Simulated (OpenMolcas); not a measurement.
An atom or ion with 12 electrons was computed by SS-RASPT2, IPEA 0.25 Eh, imaginary shift 0.1 Eh with spin-orbit coupling (OpenMolcas, ANO-RCC-VTZP, DKH2). The lowest levels that the run gave, each within 12 % of the measured value where one is at hand:

```json
{"J": "0", "Parity": "even", "E (cm-1)": "0.0", "g": ""}
{"J": "0", "Parity": "odd", "E (cm-1)": "51729", "g": ""}
{"J": "1", "Parity": "odd", "E (cm-1)": "51836", "g": "1.501"}
{"J": "2", "Parity": "odd", "E (cm-1)": "52051", "g": "1.501"}
{"J": "1", "Parity": "odd", "E (cm-1)": "83354", "g": "1.000"}
{"J": "2", "Parity": "even", "E (cm-1)": "121257", "g": "1.000"}
```

Task: Which ion is it, and what are the configurations and terms?

Result: Si2+ (Z = 14, charge +2; active space 2 electrons in 9 orbitals (RAS2 3s 3p; RAS3 3d, at most 2 electrons)). J, parity and g give the terms where levels are pure, and mixed ones are named by the computed weights; the size of the splittings, set against known spectra of the 12-electron sequence, gives the charge. In order, with the measured energies in cm-1 (NIST levels in Kelleher and Podobedova, J. Phys. Chem. Ref. Data 37, 1285 (2008)): 3s2 1S0, 3s 3p 3P* 0 (52725), 3s 3p 3P* 1 (52853), 3s 3p 3P* 2 (53115), 3s 3p 1P* 1 (82884), 3p2 1D2 (122215).

Configurations are named by rounded mean occupations; where the s occupation lies near a half they are strongly mixed, a name can repeat and a true partner stay unpaired. Active for correlation alone: 3d; no level in the range computed is led by a configuration that fills it, so any true level of that kind is missing. Some terms mix strongly with configurations of 3d, whose occupation reaches 0.32 (3p2 1D). Computed and measured levels are paired by configuration, term and J; levels that our copy of the source lacks, or whose pairing is in doubt (as where it misses far off the trend of its configuration), stay unpaired and out of the deviations. Levels of configurations outside the active space are missing.

* marks odd parity.
